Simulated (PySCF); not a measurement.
GeH, SMILES [GeH] (connectivity only; charge and spin as stated), charge +1, multiplicity 1.

Coordinates come from a PBE-D3(BJ)/def2-TZVPD optimisation. The spin state was assumed, not searched.

Vertical ionisation energy (IE) and electron affinity (EA) in eV. Rows of orbital energies are one-electron estimates. Where ΔSCF, EOM or ADC give a negative EA the extra electron is unbound and the value depends on the basis.

| level | IE | EA |
|---|---|---|
| −ε(HOMO), −ε(LUMO), ωB97X/def2-TZVPD (PySCF) | 17.36 | 8.04 |
| −ε(HOMO), −ε(LUMO), HF/def2-TZVPD (PySCF) | 17.54 | 6.80 |
| ADC(3)/aug-cc-pVDZ (PySCF) | (withheld) | (withheld) |

Task: What belongs in the gaps? (The exact figures need the calculation; the answer reports its results.)

Result: 
- ADC(3)/aug-cc-pVDZ (PySCF), IE: 17.76
- ADC(3)/aug-cc-pVDZ (PySCF), EA: 7.66

Task: Beyond the first one, list the lowest photoelectron lines from PySCF with ADC(3)/aug-cc-pVDZ with their pole strengths (two spins summed). (Estimate from the structure and the level; the computed values follow.)

Result: 23.84 eV (1.34), 28.09 eV (0.54).
